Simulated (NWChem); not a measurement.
System: CH4AlFS; SMILES [CH3][Al]([F])[SH]

Input file for NWChem:

```
start job
memory heap 200 mb stack 900 mb global 1100 mb
geometry units angstroms noautoz
  Al    -0.052999     0.402604    -0.100781
  F     -1.566431     1.032336    -0.404402
  C      1.481572     1.583014    -0.022201
  H      1.594363     2.124366    -0.976099
  H      2.426411     1.058005     0.184622
  H      1.336143     2.344393     0.761924
  S     -0.024266    -1.759953     0.176008
  H      1.312411    -1.789736     0.377829
end
basis spherical
  * library 6-31g*
end
dft
  xc b3lyp
  grid coarse
  iterations 150
  mulliken
end
task dft gradient
```

Excerpt of the output:

```
             Northwest Computational Chemistry Package (NWChem) 7.3.0
             --------------------------------------------------------

 CS  symmetry detected

                             Geometry "geometry" -> ""
                             -------------------------

 Output coordinates in angstroms (scale by  1.889725989 to convert to a.u.)

  No.       Tag          Charge          X              Y              Z
 ---- ---------------- ---------- -------------- -------------- --------------
    1 Al                  13.0000    -0.07781279     0.41257714     0.00000000
    2 F                    9.0000    -1.63222251     1.01510097     0.00000000
    3 C                    6.0000     1.42672191     1.63357102     0.00000000
    4 H                    1.0000     1.38453907     2.28929162    -0.88541120
    5 H                    1.0000     2.40242997     1.12452848     0.00000000
    6 H                    1.0000     1.38453907     2.28929162     0.88541120
    7 S                   16.0000     0.03632796    -1.76482094     0.00000000
    8 H                    1.0000     1.38848187    -1.76681421     0.00000000

 Effective nuclear repulsion energy (a.u.)     194.5770855957

      Symmetry information
      --------------------

 Group name             Cs
 Group number              2
 Group order               2
 No. of unique centers     7

                                 NWChem DFT Module
                                 -----------------

 Summary of "ao basis" -> "ao basis" (spherical)
 ------------------------------------------------------------------------------
       Tag                 Description            Shells   Functions and Types
 ---------------- ------------------------------  ------  ---------------------
 Al                          6-31g*                  8       18   4s3p1d
 F                           6-31g*                  6       14   3s2p1d
 C                           6-31g*                  6       14   3s2p1d
 H                           6-31g*                  2        2   2s
 S                           6-31g*                  8       18   4s3p1d

      Symmetry analysis of basis
      --------------------------

        a'         52
        a"         20

            General Information
            -------------------
          SCF calculation type: DFT
          Wavefunction type:  closed shell.
          No. of atoms     :     8
          No. of electrons :    48
           Alpha electrons :    24
            Beta electrons :    24
          Charge           :     0
          Spin multiplicity:     1
          Use of symmetry is: on ; symmetry adaption is: on
          Maximum number of iterations: 150
          AO basis - number of functions:    72
                     number of shells:    36
          Convergence on energy requested:  1.00D-06
          Convergence on density requested:  1.00D-05
          Convergence on gradient requested:  5.00D-04

              XC Information
              --------------
                         B3LYP Method XC Potential
                     Hartree-Fock (Exact) Exchange  0.200
                        Slater Exchange Functional  0.800 local
                    Becke 1988 Exchange Functional  0.720 non-local
              Lee-Yang-Parr Correlation Functional  0.810
                  VWN I RPA Correlation Functional  0.190 local

             Grid Information
             ----------------
          Grid used for XC integration:  coarse
          Radial quadrature: Mura-Knowles
          Angular quadrature: Lebedev.
          Tag              B.-S. Rad. Rad. Pts. Rad. Cut. Ang. Pts.
          ---              ---------- --------- --------- ---------
          Al                  1.25       70           8.0       302
          F                   0.50       35          10.0       302
          C                   0.70       35          10.0       302
          H                   0.35       35          11.0       302
          S                   1.00       70          10.0       302
          Grid pruning is: on
          Number of quadrature shells:   315
          Spatial weights used:  Erf1

      Superposition of Atomic Density Guess
      -------------------------------------

 Sum of atomic energies:        -778.33984798

      Non-variational initial energy
      ------------------------------

 Total energy =    -779.385635
 1-e energy   =   -1464.761759
 2-e energy   =     490.799039
 HOMO         =      -0.343211
 LUMO         =      -0.001688

      Symmetry analysis of molecular orbitals - initial
      -------------------------------------------------

  Numbering of irreducible representations:

     1 a'          2 a"

  Orbital symmetries:

     1 a'          2 a'          3 a'          4 a'          5 a'
     6 a'          7 a'          8 a"          9 a'         10 a'
    11 a'         12 a"         13 a'         14 a'         15 a'
    16 a'         17 a'         18 a"         19 a'         20 a'
    21 a"         22 a'         23 a'         24 a"         25 a'
    26 a"         27 a'         28 a'         29 a'         30 a"
    31 a'         32 a'         33 a'         34 a"

     ---------------------------------------------
      Total Density - Mulliken Population Analysis
     ---------------------------------------------

    Atom       Charge   Shell Charges
 -----------   ------   -------------------------------------------------------
    1 Al  13    11.72   2.00  2.00  5.97  0.70  0.64  0.16  0.10  0.15
    2 F    9     9.73   2.00  0.95  3.52  1.02  2.23  0.01
    3 C    6     7.04   2.00  0.72  2.10  0.72  1.48  0.02
    4 H    1     0.74   0.45  0.29
    5 H    1     0.73   0.45  0.28
    6 H    1     0.74   0.45  0.29
    7 S   16    16.58   2.00  2.00  5.98  1.33  3.17  0.53  1.56  0.02
    8 H    1     0.73   0.39  0.34

   convergence    iter        energy       DeltaE   RMS-Dens  Diis-err
 ---------------- ----- ----------------- --------- --------- ---------
 d= 0,ls=0.0,diis     1   -781.0222127658 -9.76D+02  1.86D-02  6.58D-01
 d= 0,ls=0.0,diis     2   -780.9538424214  6.84D-02  1.00D-02  1.67D+00
 d= 0,ls=0.0,diis     3   -781.0995422934 -1.46D-01  1.81D-03  2.39D-02
 d= 0,ls=0.0,diis     4   -781.1012581943 -1.72D-03  8.59D-04  3.81D-03
 d= 0,ls=0.0,diis     5   -781.1018652122 -6.07D-04  1.47D-04  1.17D-04
  Resetting Diis
 d= 0,ls=0.0,diis     6   -781.1018834075 -1.82D-05  2.51D-05  4.26D-06
 d= 0,ls=0.0,diis     7   -781.1018840307 -6.23D-07  1.19D-05  2.73D-07
 d= 0,ls=0.0,diis     8   -781.1018840078  2.29D-08  6.77D-06  4.45D-07

         Total DFT energy =     -781.101884007835
      One electron energy =    -1468.546323449199
           Coulomb energy =      554.757687036395
    Exchange-Corr. energy =      -61.890333190774
 Nuclear repulsion energy =      194.577085595742

 Numeric. integr. density =       48.000058565435

                  Occupations of the irreducible representations
                  ----------------------------------------------

                     irrep           alpha         beta
                     --------     --------     --------
                     a'               19.0         19.0
                     a"                5.0          5.0

                       DFT Final Molecular Orbital Analysis
                       ------------------------------------

 Vector   22  Occ=2.000000D+00  E=-3.565612D-01  Symmetry=a'
              MO Center=  3.2D-01, -8.9D-02,  6.7D-14, r^2= 4.3D+00
   Bfn.  Coefficient  Atom+Function         Bfn.  Coefficient  Atom+Function
  ----- ------------  ---------------      ----- ------------  ---------------
    60      0.346710  7 S  py                 6      0.282828  1 Al s
    21     -0.246187  2 F  px                35     -0.246637  3 C  px
     7      0.221844  1 Al px                62     -0.183275  7 S  s
    58     -0.180902  7 S  s                 25     -0.159403  2 F  px
     2     -0.139025  1 Al s                 39     -0.137742  3 C  px

 Vector   23  Occ=2.000000D+00  E=-2.987649D-01  Symmetry=a'
              MO Center=  5.0D-01, -1.4D-01, -2.4D-12, r^2= 4.5D+00
   Bfn.  Coefficient  Atom+Function         Bfn.  Coefficient  Atom+Function
  ----- ------------  ---------------      ----- ------------  ---------------
    60      0.462788  7 S  py                 8     -0.251668  1 Al py
    35      0.241088  3 C  px                36      0.240723  3 C  py
    64      0.221128  7 S  py                56     -0.178889  7 S  py
    40      0.167567  3 C  py                39      0.155854  3 C  px
     7     -0.120069  1 Al px                22      0.114262  2 F  py

 Vector   24  Occ=2.000000D+00  E=-2.737200D-01  Symmetry=a"
              MO Center=  3.1D-02, -1.6D+00,  2.5D-12, r^2= 1.8D+00
   Bfn.  Coefficient  Atom+Function         Bfn.  Coefficient  Atom+Function
  ----- ------------  ---------------      ----- ------------  ---------------
    61      0.657222  7 S  pz                65      0.405441  7 S  pz
    57     -0.252422  7 S  pz                 9      0.119689  1 Al pz
    23     -0.071516  2 F  pz                27     -0.058589  2 F  pz
    15     -0.056248  1 Al d -1               5     -0.048096  1 Al pz
    13      0.044334  1 Al pz                48      0.027503  4 H  s

 Vector   25  Occ=0.000000D+00  E=-1.847506D-02  Symmetry=a"
              MO Center= -4.2D-02,  3.4D-01, -1.4D-11, r^2= 4.3D+00
   Bfn.  Coefficient  Atom+Function         Bfn.  Coefficient  Atom+Function
  ----- ------------  ---------------      ----- ------------  ---------------
    13      0.654574  1 Al pz                 9      0.538703  1 Al pz
    65     -0.266562  7 S  pz                61     -0.244074  7 S  pz
    48      0.219690  4 H  s                 52     -0.219690  6 H  s
     5     -0.182651  1 Al pz                23     -0.180032  2 F  pz
    27     -0.173100  2 F  pz                57      0.089125  7 S  pz

 Vector   26  Occ=0.000000D+00  E=-1.539031D-02  Symmetry=a'
              MO Center=  1.6D-01,  2.2D-01,  1.4D-11, r^2= 5.4D+00
   Bfn.  Coefficient  Atom+Function         Bfn.  Coefficient  Atom+Function
  ----- ------------  ---------------      ----- ------------  ---------------
    10      1.448423  1 Al s                 38     -0.732303  3 C  s
    62     -0.574276  7 S  s                 64     -0.403335  7 S  py
    24     -0.234448  2 F  s                 58     -0.226524  7 S  s
    60     -0.223216  7 S  py                72      0.188729  8 H  s
    12     -0.167361  1 Al py                 2     -0.163166  1 Al s

 Vector   27  Occ=0.000000D+00  E= 2.379970D-02  Symmetry=a'
              MO Center=  4.4D-01, -1.4D+00,  7.2D-14, r^2= 3.7D+00
   Bfn.  Coefficient  Atom+Function         Bfn.  Coefficient  Atom+Function
  ----- ------------  ---------------      ----- ------------  ---------------
    72      1.324811  8 H  s                 63     -0.839487  7 S  px
    62     -0.796944  7 S  s                 59     -0.394775  7 S  px
    12     -0.319815  1 Al py                 6     -0.305772  1 Al s
    71      0.230204  8 H  s                 39     -0.202564  3 C  px
    38      0.190332  3 C  s                 50      0.187056  5 H  s

     ---------------------------------------------
      Total Density - Mulliken Population Analysis
     ---------------------------------------------

    Atom       Charge   Shell Charges
 -----------   ------   -------------------------------------------------------
    1 Al  13    12.20   2.00  2.00  5.96  0.74  1.02  0.08  0.16  0.24
    2 F    9     9.44   2.00  0.92  3.31  1.04  2.16  0.01
    3 C    6     6.70   2.00  0.66  2.11  0.68  1.23  0.02
    4 H    1     0.82   0.51  0.31
    5 H    1     0.83   0.51  0.31
    6 H    1     0.82   0.51  0.31
    7 S   16    16.29   2.00  2.00  5.97  1.36  3.09  0.51  1.33  0.04
    8 H    1     0.90   0.50  0.40

     -------------------------------------------
      Total Density - Lowdin Population Analysis
     -------------------------------------------

    Atom       Charge   Shell Charges
 -----------   ------   -------------------------------------------------------
    1 Al  13    12.55   2.00  1.97  5.89  0.54  1.05  0.24  0.45  0.42
    2 F    9     9.25   1.99  0.92  3.18  0.84  2.30  0.01
    3 C    6     6.60   1.99  0.56  1.91  0.47  1.63  0.04
    4 H    1     0.84   0.48  0.36
    5 H    1     0.85   0.48  0.36
    6 H    1     0.84   0.48  0.36
    7 S   16    16.20   2.00  1.99  5.90  1.10  2.81  0.58  1.79  0.04
    8 H    1     0.87   0.48  0.40

     Multipole analysis of the density
     ---------------------------------

     L   x y z        total         alpha         beta         nuclear
     -   - - -        -----         -----         ----         -------
     0   0 0 0     -0.000000    -24.000000    -24.000000     48.000000

     1   1 0 0      1.050804      0.525402      0.525402     -0.000000
     1   0 1 0      0.407713      0.203857      0.203857      0.000000
     1   0 0 1      0.000000      0.000000      0.000000      0.000000

     2   2 0 0    -28.952569    -99.867293    -99.867293    170.782016
     2   1 1 0      0.140329     -7.458649     -7.458649     15.057627
     2   1 0 1     -0.000000     -0.000000     -0.000000      0.000000
     2   0 2 0    -30.420168   -179.835168   -179.835168    329.250167
     2   0 1 1     -0.000000     -0.000000     -0.000000      0.000000
     2   0 0 2    -26.642902    -16.120998    -16.120998      5.599093

            General Information
            -------------------
          SCF calculation type: DFT
          Wavefunction type:  closed shell.
          No. of atoms     :     8
          No. of electrons :    48
           Alpha electrons :    24
            Beta electrons :    24
          Charge           :     0
          Spin multiplicity:     1
          Use of symmetry is: on ; symmetry adaption is: on
          Maximum number of iterations: 150
          AO basis - number of functions:    72
                     number of shells:    36
          Convergence on energy requested:  1.00D-06
          Convergence on density requested:  1.00D-05
          Convergence on gradient requested:  5.00D-04

              XC Information
              --------------
                         B3LYP Method XC Potential
                     Hartree-Fock (Exact) Exchange  0.200
                        Slater Exchange Functional  0.800 local
                    Becke 1988 Exchange Functional  0.720 non-local
              Lee-Yang-Parr Correlation Functional  0.810
                  VWN I RPA Correlation Functional  0.190 local

[...]

                         DFT ENERGY GRADIENTS

    atom               coordinates                        gradient
                 x          y          z           x          y          z
   1 Al     -0.147045   0.779658   0.000000    0.007378  -0.003370   0.000000
   2 F      -3.084453   1.918263   0.000000   -0.002938   0.000783   0.000000
   3 C       2.696113   3.087002   0.000000   -0.005208  -0.004564   0.000000
   4 H       2.616399   4.326134  -1.673185   -0.000465   0.001945  -0.002764
   5 H       4.539934   2.125051   0.000000    0.002949  -0.001892   0.000000
   6 H       2.616399   4.326134   1.673185   -0.000465   0.001945   0.002764
   7 S       0.068650  -3.335028   0.000000   -0.000955   0.004148   0.000000
   8 H       2.623850  -3.338795   0.000000   -0.000296   0.001005   0.000000
```

Level: B3LYP/6-31G* (spherical d). All runs use the structure optimised with PBE0/def2-SVP.
